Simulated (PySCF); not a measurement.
Molfile (atoms numbered from 1):
```
C5H6N2Si
     RDKit          3D

 14 14  0  0  0  0  0  0  0  0999 V2000
   -0.3328    2.8472    0.0370 C   0  0  0  0  0  0  0  0  0  0  0  0
    0.1437    1.7452   -0.0174 C   0  0  0  0  0  0  0  0  0  0  0  0
    0.7151    0.4686   -0.0850 C   0  0  0  0  0  0  0  0  0  0  0  0
    2.0235    0.0842   -0.2410 C   0  0  0  0  0  0  0  0  0  0  0  0
    2.1035   -1.2718   -0.2514 N   0  0  0  0  0  0  0  0  0  0  0  0
    0.8854   -1.6975   -0.1062 C   0  0  0  0  0  0  0  0  0  0  0  0
   -0.0287   -0.6943    0.0039 N   0  0  0  0  0  0  0  0  0  0  0  0
   -1.7667   -0.7907    0.2079 Si  0  0  0  0  0  4  0  0  0  0  0  0
   -0.7362    3.8139    0.0833 H   0  0  0  0  0  0  0  0  0  0  0  0
    2.8954    0.6984   -0.3451 H   0  0  0  0  0  0  0  0  0  0  0  0
    0.6001   -2.7299   -0.0728 H   0  0  0  0  0  0  0  0  0  0  0  0
   -2.3715   -0.1272   -0.9441 H   0  0  0  0  0  0  0  0  0  0  0  0
   -2.0416   -2.2240    0.2430 H   0  0  0  0  0  0  0  0  0  0  0  0
   -2.0899   -0.1224    1.4656 H   0  0  0  0  0  0  0  0  0  0  0  0
  1  2  3  0
  2  3  1  0
  3  4  2  0
  4  5  1  0
  5  6  2  0
  6  7  1  0
  7  8  1  0
  7  3  1  0
  1  9  1  0
  4 10  1  0
  6 11  1  0
  8 12  1  0
  8 13  1  0
  8 14  1  0
M  END
```

Level of theory: geometry from GFN2-xTB, PBE0/pcSseg-1 with gauge-including orbitals, in PySCF (in vacuum, relativity neglected, single conformer, averaged over atoms made equivalent by symmetry, fast rotation or ring inversion).

Chemical shifts δ = σref − σ; $^{13}$C (186.93 ppm) against TMS, all at this level.

Do the $^{13}$C shifts follow the atomic charges (in e)? Tabulate both.

Answers


| atoms | hybridisation | δ (ppm) | σ para (ppm) | Hirshfeld | IAO | Mulliken | ESP-fitted |
| --- | --- | --- | --- | --- | --- | --- | --- |
| C4 | sp2 | 148.4 | -216 | -0.02 | -0.07 | +0.03 | +0.13 |
| C6 | sp2 | 144.7 | -207 | +0.05 | +0.05 | +0.31 | +0.20 |
| C3 | sp2 | 121.1 | -188 | +0.02 | +0.00 | +0.06 | +0.06 |
| C1 | sp | 95.6 | -169 | -0.10 | -0.23 | -0.38 | -0.31 |
| C2 | sp | 78.5 | -136 | -0.05 | -0.05 | +0.43 | -0.14 |

Correlation coefficients of δ with charge over these carbons: Hirshfeld +0.70, IAO +0.47, Mulliken +0.02, ESP-fitted +0.86; with the paramagnetic shielding -0.98. With so few points, grouped by hybridisation, these coefficients are fragile. Charge is one influence among several: hybridisation and low-lying excitations act through the paramagnetic term.

Shifts are as computed. Against solution values, carbons near 30 ppm lie about +3 ppm off and those near 130 ppm about +5 ppm. Of 1309 compounds with measured shifts, 239 miss one by over three times the rms of a fit or turn the order of signals round; such compounds aren't used in these exercises.
